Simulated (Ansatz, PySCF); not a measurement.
N-methylmethanimine (C2H5N), SMILES C=NC.

Coordinates come from a PBE0-D3(BJ)/def2-TZVP optimisation.

Vertical ionisation energy (IE) and electron affinity (EA) in eV. Rows of orbital energies are one-electron estimates. Where ΔSCF, EOM or ADC give a negative EA the extra electron is unbound and the value depends on the basis.

```
level                                                                             IE          EA
------------------------------------------------------------------------  ----------  ----------
−ε(HOMO), −ε(LUMO), CAM-B3LYP/def2-TZVPD (PySCF)                                8.83       -0.78
−ε(HOMO), −ε(LUMO), PBE/def2-TZVPD (PySCF)                                      5.91        1.49
ADC(2)/aug-cc-pVDZ (PySCF)                                                      8.81       -0.77
ΔSCF, CAM-B3LYP/def2-SVPD (Ansatz), final states of multiplicity 2 and 2  (withheld)  (withheld)
ΔSCF, PBE/def2-SVPD (Ansatz), final states of multiplicity 2 and 2              9.67       -1.72
```

Q: Fill in the missing entries. (An estimate is asked for; the answer gives what the named calculation found.)

A: 
- ΔSCF, CAM-B3LYP/def2-SVPD (Ansatz, a quantum-chemistry and plane-wave program), final states of multiplicity 2 and 2, IE: 9.87
- ΔSCF, CAM-B3LYP/def2-SVPD (Ansatz), final states of multiplicity 2 and 2, EA: -1.83

Q: What vertical singlet–triplet gap does ΔSCF give with CAM-B3LYP/def2-SVPD (Ansatz) and with PBE/def2-SVPD (Ansatz)? (The exact figures need the calculation; the answer reports its results.)

A: 4.18 and 4.16 eV (triplet above singlet where positive).

Computed lowest 1s main lines (those of the lightest heavy element) from CVS-ADC(2)-x/aug-cc-pVDZ (PySCF, non-relativistic), with pole strengths:
292.5 eV (1.52), 293.1 eV (1.48).

Q: Beyond the first one, list the lowest photoelectron lines from PySCF 2.14.0 with ADC(2)/aug-cc-pVDZ with their pole strengths (two spins summed). (The exact figures need the calculation; the answer reports its results.)

A: 10.85 eV (1.78), 13.04 eV (1.80), 14.67 eV (1.79), 15.10 eV (1.76), 15.84 eV (1.74).
